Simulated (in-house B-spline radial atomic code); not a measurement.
**Binding energies in Os⁶⁺**

NIST's tabulated ground configuration is [Xe] 4f14 5d2; each binding energy is the energy of the ion with one electron taken from that subshell, relaxed, less that of the parent. Method: Dirac-Hartree-Fock, average of configuration, Fermi nucleus of rms radius 5.4126 fm. Calculated with a B-spline radial code for spherical atoms. Energies include first-order Breit, QED and recoil terms.

```tsv
subshell	X-ray name	binding energy (eV)	-ε (eV)	relaxation (eV)
1s	K	73963.9	74432.9	87.0
2s	L1	13071.5	13170.3	51.0
2p3/2	L3	10969.2	11051.4	52.3
3s	M1	3153.6	3190.9	27.6
3p1/2	M2	2893.1	2930.8	28.7
3p3/2	M3	2559	2591.3	26.9
4s	N1	758.9	771.0	10.0
4p1/2	N2	649.1	660.8	9.9
4p3/2	N3	570.5	580.2	8.8
5s	O1	184.2	186.0	1.4
5p1/2	O2	146.2	147.7	1.2
4f5/2	N6	145.8	153.1	7.4
4f7/2	N7	143.2	150.1	7.2
5p3/2	O3	132.9	134.0	1.0
5d	O4,5	83.9	84.39	0.49
```

Relaxation = -ε minus the binding energy without Breit, QED and recoil terms.

Emission lines follow as differences of binding energies, with λ = 12398.42 eV·Å / E:

| line | holes | energy (eV) | wavelength (Å) |
| --- | --- | --- | --- |
| K-L3 | 1s → 2p3/2 | 62994.7 | 0.19682 |
| K-M3 | 1s → 3p3/2 | 71404.9 | 0.17364 |
| L1-M3 | 2s → 3p3/2 | 10512.5 | 1.1794 |
| L3-M1 | 2p3/2 → 3s | 7815.6 | 1.5864 |

(1) What screening constant σ does Moseley's law, E = (3/4)·13.6057 eV·(Z - σ)², need for K-L3?

Moseley's non-relativistic formula needs a falling, then negative, screening constant for heavy elements, because relativity binds the 1s electron more strongly than the formula allows.

(2) What does it cost to remove both a 4f5/2 and a 5p1/2 electron?

(3) What does it cost to remove both a 2p3/2 and a 3s electron?

(4) What does it cost to remove both a 3p1/2 and a 4f7/2 electron?

Answers

(1) σ = -2.57.

(2) 314.5 eV, which is 22.44 eV more than the two single binding energies together.

(3) 14217 eV, which is 94.57 eV more than the two single binding energies together.

(4) 3071.8 eV, which is 35.51 eV more than the two single binding energies together.
